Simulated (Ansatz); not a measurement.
Two members of one family (Same ligands, another metal) that differ in charge, which shifts all levels, computed with Ansatz in the gas phase; def2 core potentials for Nb, Re, no spin–orbit coupling. The two geometries come from different levels. A dash marks a value that wasn't run or was left out as unsound. The structures are stationary points that may keep the symmetry of their start. Remarks come from the PBE and PBE0 runs and from stability tests at other levels; not every state was tested. A HOMO above zero means that the electron is unbound at that level and held by the basis, or that self-interaction error raises the level; the energy of removing that electron tells which. HOMO above LUMO (over both spins in singlets and doublets, within one spin in higher multiplets; at PBE or PBE0), or a gap under 0.15 eV within one spin, warns that the state may not be the lowest or that an electron is smeared out.

First: [ReO4]- (singlet, charge -1, PBE0-D4/def2-SVPD geometry).

```xyz
5

Re    0.000    0.000    0.000
O    -1.637    0.563   -0.055
O     1.079    1.349   -0.119
O     0.282   -1.084   -1.321
O     0.276   -0.828    1.495
```

| level | HOMO (eV) | vertical IE (eV) |
| --- | --- | --- |
| PBE-D4/def2-SVPD | -2.36 | – |
| PBE-D4/def2-TZVPD | -2.26 | 5.43 |
| r2SCAN-D4/def2-TZVPD | -2.59 | 5.62 |
| PBE0-D4/def2-SVPD | -3.93 | – |
| PBE0-D4/def2-TZVPD | -3.80 | 5.81 |

Metal–donor distances: 4 × O 1.73 Å. Remarks: gap within one spin near zero at PBE or PBE0 (neutral doublet).

Second: [NbO4]3- (singlet, charge -3, PBE-D4/def2-SVPD geometry).

```xyz
5

Nb    0.000    0.001    0.001
O    -0.281    1.609   -0.963
O     1.861   -0.295    0.208
O    -0.765   -1.449   -0.954
O    -0.815    0.135    1.708
```

Problem. Estimate the same table for the second.

Solution. 
| level | HOMO (eV) | vertical IE (eV) |
| --- | --- | --- |
| PBE-D4/def2-SVPD | 8.63 | – |
| PBE-D4/def2-TZVPD | 8.52 | -6.17 |
| r2SCAN-D4/def2-TZVPD | 8.38 | -6.14 |
| PBE0-D4/def2-SVPD | 7.39 | – |
| PBE0-D4/def2-TZVPD | 7.36 | -5.93 |

Metal–donor distances: 4 × O 1.90 Å. Remarks: HOMO above zero at PBE or PBE0, HOMO above zero (-2 doublet), gap within one spin near zero at PBE or PBE0 (-2 doublet).
